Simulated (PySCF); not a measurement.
## Bromine: a sound run and one with changed settings

Sound run: Br [Ar] 3d10 4s2 4p5, Br⁺ [Ar] 3d10 4s2 4p4. All numbers are calculated (PySCF 2.14, a scalar-relativistic core potential, in cc-pVTZ-PP with ECP10MDF). In the sound run the correlated levels freeze 3s2 3p6 3d10 outside the core potential. The sound run starts from symmetry-adapted Hartree-Fock orbitals and uses a fine grid where one is needed.

Changed run: initial guess minao, at most 50 SCF cycles, level shift 2.0 hartree.

| species | method | sound run (hartree) | changed run (hartree) | converged |
| --- | --- | --- | --- | --- |
| Br | UHF | -415.49139 | -415.49139 | yes |
| Br | LDA | -416.21932 | -416.21932 | yes |
| Br | PBE0 | -416.78045 | -416.78045 | yes |
| Br | MP2 | -415.62563 | -415.54783 | yes |
| Br | CCSD(T) | -415.64937 | -415.64937 | yes |
| Br⁺ | UHF | -415.09668 | -415.09668 | yes |
| Br⁺ | LDA | -415.77650 | -415.77650 | yes |
| Br⁺ | PBE0 | -416.34738 | -416.34738 | yes |
| Br⁺ | MP2 | -415.20114 | -415.14145 | yes |
| Br⁺ | CCSD(T) | -415.22363 | -415.22363 | yes |

Ionisation energy of Br:

| method | sound run (eV) | changed run (eV) |
| --- | --- | --- |
| UHF | 10.741 | 10.741 |
| LDA | 12.050 | 12.050 |
| PBE0 | 11.785 | 11.785 |
| MP2 | 11.551 | 11.058 |
| SCS-MP2 | 11.550 | 11.064 |
| CCSD | 11.552 | 11.552 |
| CCSD(T) | 11.585 | 11.585 |

A level shift leaves the converged SCF energy unchanged but raises the virtual orbital energies, which shrinks MP2 if it is not removed.

For comparison, NIST gives 11.814 eV between the lowest levels.
